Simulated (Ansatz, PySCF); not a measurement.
CH6S2Si. Atoms are numbered in the order given.

```xyz
10

Si    -0.2601    -0.2013     0.4945
C     -1.9700    -0.7186    -0.0689
S      1.3282    -1.2416    -0.5476
S     -0.0794     1.8903     0.0080
H     -0.0885    -0.4568     1.9533
H     -2.0881    -0.5421    -1.1491
H     -2.7478    -0.1535     0.4699
H     -2.1241    -1.7923     0.1234
H      1.3289    -2.3039     0.2932
H      1.2005     1.9984     0.4342
```

The structure is a stationary point at B3LYP-D3(BJ)/def2-SVP. Other conformers were not sampled.

Vertical ionisation energy (IE) and electron affinity (EA) in eV. Rows of orbital energies are one-electron estimates. Where ΔSCF, EOM or ADC give a negative EA the extra electron is unbound and the value depends on the basis.

```csv
level,IE,EA
"−ε(HOMO), −ε(LUMO), B3LYP/def2-TZVP (PySCF)",7.10,0.17
"−ε(HOMO), −ε(LUMO), PBE/def2-TZVP (PySCF)",6.12,0.81
"ΔSCF, PBE0/def2-SVPD (Ansatz), final states of multiplicity 2 and 2",9.30,-1.14
"ΔSCF, PBE/def2-SVPD (Ansatz), final states of multiplicity 2 and 2",8.94,-0.92
```

Question: What vertical singlet–triplet gap does ΔSCF give with PBE0/def2-SVPD (Ansatz, a quantum-chemistry and plane-wave program) and with PBE/def2-SVPD (Ansatz)? (An estimate is asked for; the answer gives what the named calculation found.)

Answer: 5.66 and 5.19 eV (triplet above singlet where positive).
